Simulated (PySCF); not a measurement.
## Working out the excitation energy of Cl⁺

Cl⁺ [Ne] 3s2 3p4 (3P) → Cl⁺ [Ne] 3s1 3p4 3d1 (high-spin determinant). Calculation: PySCF 2.14, in aug-cc-pVTZ-DK (6s5p3d2f, 50 functions); the spin-free X2C one-electron Hamiltonian (Gaussian nucleus). Frozen: [Ne]. Energies in hartree (1 hartree = 27.21139 eV):

```tsv
part	Cl⁺ (lower)	Cl⁺ (upper)
UHF	-460.462692	-459.518837
MP2 opposite-spin	-0.096321	-0.075761
MP2 same-spin	-0.028681	-0.031023
```

Task: What does Hartree-Fock give?

Result: (-459.518837) − (-460.462692) = 0.943855 hartree = 25.684 eV.

Task: What do MP2 and SCS-MP2 (6/5 opposite-spin, 1/3 same-spin) give?

Result: The opposite-spin parts differ by 0.559 eV and the same-spin parts by -0.064 eV. MP2: 25.684 + (0.559) + (-0.064) = 26.179 eV. SCS-MP2: 25.684 + 1.2 × (0.559) + (-0.064)/3 = 26.333 eV.

One determinant mixes LS terms, so it does not stand for a single term.

The upper state lies above the first ionisation limit, where it may autoionise and the basis confines it.
